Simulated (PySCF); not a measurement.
H₇B₃N₃ (SMILES B1NB[NH2+]BN1), charge +1, singlet, at a GFN2-xTB geometry; PySCF with HF/STO-3G.

PySCF was given this input:
```python
from pyscf import gto, scf

mol = gto.M(
    atom='''
B     0.86251219   -1.19327684    0.20470020
N     1.39506126    0.13710217    0.26582380
B     0.66986180    1.29721651    0.08876115
N    -0.82466883    1.14092094   -0.19571883
B    -1.41304089   -0.26903579   -0.26514000
N    -0.54097915   -1.31871608   -0.06312431
H     1.53770716   -2.12740221    0.36494437
H     2.38574493    0.21228932    0.45529505
H     1.11296446    2.37378670    0.14057704
H    -1.03809559    1.62294398   -1.07286357
H    -1.34412975    1.67284054    0.50748952
H    -2.55236918   -0.38238491   -0.48219127
H    -0.90438046   -2.26174200   -0.10372250
''',
    basis='sto-3g',
    charge=1,
    verbose=4,
)

mf = scf.RHF(mol)
mf.conv_tol_grad = 1e-3
mf.kernel()
mf.analyze()
```

Q: Write the output that PySCF gives for this input, abridged.

A: 
```
PySCF version 2.14.0

[INPUT] verbose = 4
[INPUT] num. atoms = 13
[INPUT] num. electrons = 42
[INPUT] charge = 1
[INPUT] spin (= nelec alpha-beta = 2S) = 0
[INPUT] symmetry False subgroup None
[INPUT] Mole.unit = angstrom
[INPUT] Symbol           X                Y                Z      unit          X                Y                Z       unit  Magmom
[INPUT]  1 B      0.862512190000  -1.193276840000   0.204700200000 AA    1.629911818199  -2.254966418386   0.386827315644 Bohr   0.0
[INPUT]  2 N      1.395061260000   0.137102170000   0.265823800000 AA    2.636283708391   0.259085552384   0.502334179391 Bohr   0.0
[INPUT]  3 B      0.669861800000   1.297216510000   0.088761150000 AA    1.265855343308   2.451383928164   0.167734264001 Bohr   0.0
[INPUT]  4 N     -0.824668830000   1.140920940000  -0.195718830000 AA   -1.558398232166   2.156028106381  -0.369854986120 Bohr   0.0
[INPUT]  5 B     -1.413040890000  -0.269035790000  -0.265140000000 AA   -2.670260284912  -0.508403960806  -0.501041984667 Bohr   0.0
[INPUT]  6 N     -0.540979150000  -1.318716080000  -0.063124310000 AA   -1.022302432600  -2.492012227260  -0.119287657702 Bohr   0.0
[INPUT]  7 H      1.537707160000  -2.127402210000   0.364944370000 AA    2.905845392183  -4.020207533694   0.689644910002 Bohr   0.0
[INPUT]  8 H      2.385744930000   0.212289320000   0.455295050000 AA    4.508404520770   0.401168673970   0.860382950370 Bohr   0.0
[INPUT]  9 H      1.112964460000   2.373786700000   0.140577040000 AA    2.103198015774   4.485806741135   0.265652105002 Bohr   0.0
[INPUT] 10 H     -1.038095590000   1.622943980000  -1.072863570000 AA   -1.961716356219   3.066919637712  -2.027418316323 Bohr   0.0
[INPUT] 11 H     -1.344129750000   1.672840540000   0.507489520000 AA   -2.540037103380   3.161210470670   0.959016203887 Bohr   0.0
[INPUT] 12 H     -2.552369180000  -0.382384910000  -0.482191270000 AA   -4.823278718981  -0.722602754066  -0.911209439956 Bohr   0.0
[INPUT] 13 H     -0.904380460000  -2.261742000000  -0.103722500000 AA   -1.709031381808  -4.274072944426  -0.196007117955 Bohr   0.0

nuclear repulsion = 206.997564516937
number of shells = 25
number of NR pGTOs = 111
number of NR cGTOs = 37
basis = sto-3g
ecp = {}

******** <class 'pyscf.scf.hf.RHF'> ********
method = RHF
initial guess = minao
damping factor = 0
level_shift factor = 0
DIIS = <class 'pyscf.scf.diis.CDIIS'>
diis_start_cycle = 1
diis_space = 8
diis_damp = 0
SCF conv_tol = 1e-09
SCF conv_tol_grad = 0.001
SCF max_cycles = 50
direct_scf = True
direct_scf_tol = 1e-13
Initial guess from minao.
init E= -240.244414551254
  HOMO = -0.310553939366622  LUMO = 0.134366814636488  gap/eV = 12.10691
cycle= 1 E= -238.466463782491  delta_E= 1.78  |g|= 0.439  |ddm|= 4.41
  HOMO = -0.531485957567941  LUMO = 0.012492549621088  gap/eV = 14.80241
cycle= 2 E= -238.53750498124  delta_E= -0.071  |g|= 0.15  |ddm|= 0.778
  HOMO = -0.57974099697861  LUMO = 0.021408768486309  gap/eV = 16.35812
cycle= 3 E= -238.54447920247  delta_E= -0.00697  |g|= 0.0396  |ddm|= 0.215
  HOMO = -0.569066790559524  LUMO = 0.0254281474904182  gap/eV = 16.17703
cycle= 4 E= -238.545129379737  delta_E= -0.00065  |g|= 0.00252  |ddm|= 0.0737
  HOMO = -0.569670350878528  LUMO = 0.0248380577647056  gap/eV = 16.17740
cycle= 5 E= -238.545133821463  delta_E= -4.44e-06  |g|= 0.000722  |ddm|= 0.00547
  HOMO = -0.569796178859669  LUMO = 0.0248764288717744  gap/eV = 16.18187
cycle= 6 E= -238.545134212306  delta_E= -3.91e-07  |g|= 0.000213  |ddm|= 0.00162
  HOMO = -0.5697754961809  LUMO = 0.0249280128058286  gap/eV = 16.18271
cycle= 7 E= -238.545134244231  delta_E= -3.19e-08  |g|= 3.75e-05  |ddm|= 0.000507
  HOMO = -0.569784369419118  LUMO = 0.024925110707833  gap/eV = 16.18287
cycle= 8 E= -238.545134245187  delta_E= -9.56e-10  |g|= 4.84e-06  |ddm|= 8.96e-05
  HOMO = -0.569785160220324  LUMO = 0.0249247474723798  gap/eV = 16.18288
Extra cycle  E= -238.545134245198  delta_E= -1.1e-11  |g|= 1.67e-06  |ddm|= 7.9e-06
converged SCF energy = -238.545134245198
**** SCF Summaries ****
Total Energy =                        -238.545134245197971
Nuclear Repulsion Energy =             206.997564516937359
One-electron Energy =                 -724.961010600329132
Two-electron Energy =                  279.418311838193802
Two-electron Coulomb Energy =          313.471211528696529
DFT Exchange-Correlation Energy =      -34.052899690502727
HOMO-LUMO gap [eV] =                    16.182880868144725
**** MO energy ****
MO #1   energy= -15.6996364386449  occ= 2
MO #2   energy= -15.5452377635634  occ= 2
MO #3   energy= -15.5451385671782  occ= 2
MO #4   energy= -7.67019754239674  occ= 2
MO #5   energy= -7.66996781011999  occ= 2
MO #6   energy= -7.63181392532478  occ= 2
MO #7   energy= -1.45013255139587  occ= 2
MO #8   energy= -1.33489380480014  occ= 2
MO #9   energy= -1.29339998969874  occ= 2
MO #10  energy= -0.933496992188018 occ= 2
MO #11  energy= -0.926878616626525 occ= 2
MO #12  energy= -0.915386844158973 occ= 2
MO #13  energy= -0.891409576614856 occ= 2
MO #14  energy= -0.792030254095129 occ= 2
MO #15  energy= -0.782000636075007 occ= 2
MO #16  energy= -0.761814686707333 occ= 2
MO #17  energy= -0.732349758181403 occ= 2
MO #18  energy= -0.644379567177322 occ= 2
MO #19  energy= -0.638006768101545 occ= 2
MO #20  energy= -0.634233748087215 occ= 2
MO #21  energy= -0.569785160220324 occ= 2
MO #22  energy= 0.0249247474723798 occ= 0
MO #23  energy= 0.0932317961174167 occ= 0
MO #24  energy= 0.212866505383863  occ= 0
MO #25  energy= 0.312431666811657  occ= 0
MO #26  energy= 0.375304818389003  occ= 0
MO #27  energy= 0.396118059437832  occ= 0
MO #28  energy= 0.399781730190895  occ= 0
MO #29  energy= 0.419118208263996  occ= 0
 ** Mulliken pop on meta-lowdin orthogonal AOs  **
 ** Mulliken pop  **
pop of  0 B 1s            1.99956
pop of  0 B 2s            0.85016
pop of  0 B 2px           0.74820
pop of  0 B 2py           0.81671
pop of  0 B 2pz           0.33255
pop of  1 N 1s            1.99984
pop of  1 N 2s            1.23271
pop of  1 N 2px           1.19601
pop of  1 N 2py           1.25818
pop of  1 N 2pz           1.51006
pop of  2 B 1s            1.99955
pop of  2 B 2s            0.85276
pop of  2 B 2px           0.64605
pop of  2 B 2py           0.88502
pop of  2 B 2pz           0.36020
pop of  3 N 1s            1.99983
pop of  3 N 2s            1.26657
pop of  3 N 2px           1.33719
pop of  3 N 2py           1.32198
pop of  3 N 2pz           1.19705
pop of  4 B 1s            1.99955
pop of  4 B 2s            0.85276
pop of  4 B 2px           0.86442
pop of  4 B 2py           0.65783
pop of  4 B 2pz           0.36901
pop of  5 N 1s            1.99984
pop of  5 N 2s            1.23271
pop of  5 N 2px           1.26191
pop of  5 N 2py           1.18962
pop of  5 N 2pz           1.51272
pop of  6 H 1s            1.02790
pop of  7 H 1s            0.81503
pop of  8 H 1s            1.01989
pop of  9 H 1s            0.77586
pop of  10 H 1s           0.77586
pop of  11 H 1s           1.01989
pop of  12 H 1s           0.81503
 ** Mulliken atomic charges  **
charge of    0B =      0.25282
charge of    1N =     -0.19679
charge of    2B =      0.25642
charge of    3N =     -0.12262
charge of    4B =      0.25642
charge of    5N =     -0.19679
charge of    6H =     -0.02790
charge of    7H =      0.18497
charge of    8H =     -0.01989
charge of    9H =      0.22414
charge of   10H =      0.22414
charge of   11H =     -0.01989
charge of   12H =      0.18497

WARN: System has nonzero charge 1; the dipole moment is origin-dependent.
Location of origin: [0. 0. 0.]

Dipole moment(X, Y, Z, Debye): -1.79418,  2.48223, -0.42581
```
